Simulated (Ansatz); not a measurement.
**Molecular dynamics, step by step**

AlF$_{4}$ (charge -1), singlet, PBE0-D4/def2-SVPD (Ansatz 0.2.0). Settings (timestep in fs, temperature in K; T counts 9 degrees of freedom):

```yaml
hamiltonian: {xc: pbe0, dispersion: d4}
md: {n_steps: 80, timestep: 1.0, temperature: 500, ensemble: nve, seed: 331, initial_velocities: maxwell_boltzmann}
```

Start:

| atom | x (Å) | y (Å) | z (Å) |
| --- | --- | --- | --- |
| F1 | -0.4860 | -0.2856 | -1.5921 |
| F2 | 1.2331 | -1.0773 | 0.4140 |
| Al3 | 0.0000 | 0.0000 | 0.0000 |
| F4 | 0.5666 | 1.5849 | 0.1400 |
| F5 | -1.3136 | -0.2220 | 1.0381 |

| step | time (fs) | potential energy less the start (meV) | kinetic energy (meV) | T (K) |
| --- | --- | --- | --- | --- |
| 0 | 0.00 | 0.0 | 193.9 | 500 |
| 5 | 5.00 | -7.0 | 200.8 | 518 |
| 10 | 10.00 | 32.0 | 162.0 | 418 |
| 15 | 15.00 | 91.0 | 103.0 | 266 |
| 20 | 20.00 | 139.7 | 54.4 | 140 |
| 25 | 25.00 | 156.3 | 37.8 | 97 |
| 30 | 30.00 | 139.5 | 54.5 | 140 |
| 35 | 35.00 | 110.6 | 83.4 | 215 |
| 40 | 40.00 | 94.7 | 99.2 | 256 |
| 45 | 45.00 | 97.6 | 96.4 | 249 |
| 50 | 50.00 | 91.4 | 102.7 | 265 |
| 55 | 55.00 | 49.3 | 144.7 | 373 |
| 60 | 60.00 | 9.5 | 184.3 | 475 |
| 65 | 65.00 | 28.3 | 165.6 | 427 |
| 70 | 70.00 | 91.7 | 102.4 | 264 |
| 75 | 75.00 | 142.0 | 52.2 | 135 |
| 80 | 80.00 | 142.6 | 51.5 | 133 |

Step 20, positions (Å) and forces (eV/Å):

| atom | x | y | z | Fx | Fy | Fz |
| --- | --- | --- | --- | --- | --- | --- |
| F1 | -0.477 | -0.298 | -1.647 | -0.096 | 0.253 | 0.727 |
| F2 | 1.249 | -1.030 | 0.424 | -0.419 | 0.105 | -0.012 |
| Al3 | -0.056 | 0.031 | 0.010 | 0.521 | -0.247 | 0.069 |
| F4 | 0.704 | 1.610 | 0.104 | -0.873 | -0.662 | 0.059 |
| F5 | -1.396 | -0.326 | 1.106 | 0.866 | 0.552 | -0.843 |

Step 35, positions (Å) and forces (eV/Å):

```tsv
atom	x	y	z	Fx	Fy	Fz
F1	-0.488	-0.282	-1.628	-0.106	0.210	0.634
F2	1.227	-0.994	0.434	0.247	-0.500	0.213
Al3	-0.059	0.036	0.030	0.437	-0.338	-0.953
F4	0.711	1.568	0.084	-0.572	0.221	0.181
F5	-1.366	-0.342	1.067	-0.006	0.407	-0.074
```

Step 45, positions (Å) and forces (eV/Å):

```tsv
atom	x	y	z	Fx	Fy	Fz
F1	-0.503	-0.259	-1.576	-0.373	-0.136	-0.882
F2	1.220	-0.996	0.452	0.624	-0.761	0.231
Al3	-0.039	0.025	0.010	0.351	-0.275	0.079
F4	0.677	1.545	0.082	-0.090	0.958	0.190
F5	-1.338	-0.326	1.029	-0.513	0.215	0.382
```

Last step (80):

| atom | x (Å) | y (Å) | z (Å) |
| --- | --- | --- | --- |
| F1 | -0.5971 | -0.2419 | -1.6363 |
| F2 | 1.3078 | -1.1511 | 0.5173 |
| Al3 | 0.0610 | -0.0286 | -0.0035 |
| F4 | 0.5338 | 1.6424 | 0.1260 |
| F5 | -1.3310 | -0.2087 | 0.9982 |

The run took about 92 s on 4 CPU threads of an Arm Neoverse V1 (shared host).
